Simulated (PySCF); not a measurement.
Ga⁺: ionisation energy

Ga⁺ [Ar] 3d10 4s2 (1S) → Ga²⁺ [Ar] 3d10 4s1 (2S), as a difference of total energies. All numbers are calculated (PySCF 2.14, a scalar-relativistic core potential, in aug-cc-pV5Z-PP with ECP10MDF). Correlated levels: valence: 3s2 3p6 3d10 frozen. The calculations carry no spin-orbit coupling.

| method | ionisation energy (eV) | error (eV) |
| --- | --- | --- |
| UHF | 18.744 | -1.771 |
| LDA | 21.129 | +0.614 |
| PBE | 20.712 | +0.197 |
| PBE0 | 20.385 | -0.130 |
| r2SCAN | 20.520 | +0.005 |
| PW91 | 20.794 | +0.279 |
| M06-L | 20.559 | +0.044 |
| BP86 | 20.870 | +0.355 |
| MP2 (valence) | 19.512 | -1.003 |
| SCS-MP2 (valence) | 19.665 | -0.850 |

Reference: 20.515 eV (measured; NIST Atomic Spectra Database, ionization energies).

MP2 underrates the near-degeneracy of ns² with np² in the lower species.
